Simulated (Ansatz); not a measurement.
CH9BGeSi can be A, `B[CH2][GeH2][SiH3]`, or B, `[BH2][GeH2][CH2][SiH3]`.

Computed with Ansatz on PBE0-D4/def2-TZVP structures; ΔE is electronic, products minus reactants. CCSD(T)/CBS adds triple-zeta CCSD(T) − MP2 to the extrapolated MP2 energy (def2 sets, frozen cores). DFT in def2-TZVPP. B3LYP here is the variant with VWN-RPA as its local correlation; programs differ in this. For Ge outer-core shells are correlated without core-valence functions, which leaves a few kJ/mol of doubt a bond. Scalar relativity is left out up to krypton. Each species was taken in one conformer, which may not be the lowest.

(1) Which isomer does CCSD(T)/CBS put lower? Give the gap. (Estimate.)

(2) Give E(B) − E(A) in kJ/mol with CCSD(T)/def2-TZVPP, HF/def2-TZVPP, PBE0-D4, B3LYP, B3LYP-D4, r2SCAN-D4, PBE-D4. (Best estimate.)

Largest T1 diagnostic: 0.012.

Results:

(1) The calculation gave: A, by 49.5 kJ/mol.

(2) Computed: CCSD(T)/def2-TZVPP 50.1, HF/def2-TZVPP 33.1, PBE0-D4 60.4, B3LYP 52.6, B3LYP-D4 54.4, r2SCAN-D4 59.6, PBE-D4 64.8. None reverses the order clearly.

From PBE to PBE0 (25 % exact exchange), in def2-TZVPP and without D4, E(B) − E(A) moves by −4.2 kJ/mol. In def2-TZVPP, CCSD(T) changes the Hartree–Fock value by +16.9 kJ/mol (the triples alone add +3.6 kJ/mol) and MP2 by +18.7 kJ/mol.
